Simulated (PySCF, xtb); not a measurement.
phosphorus nitride cation (NP), SMILES P#N (connectivity only; charge and spin as stated), charge +1, multiplicity 2.

Harmonic wavenumbers (cm⁻¹) from GFN2-xTB (xtb 6.7.1) at its own minimum, in rising order: 1593.

Task: What does PySCF with PBE-D3(BJ)/def2-TZVPD give at its own minimum? (Estimate from the structure and the level; the computed values follow.)

Result: 1326. Paired by order, the mean absolute difference is 268 cm⁻¹ and the zero-point energies are 2.3 and 1.9 kcal/mol.
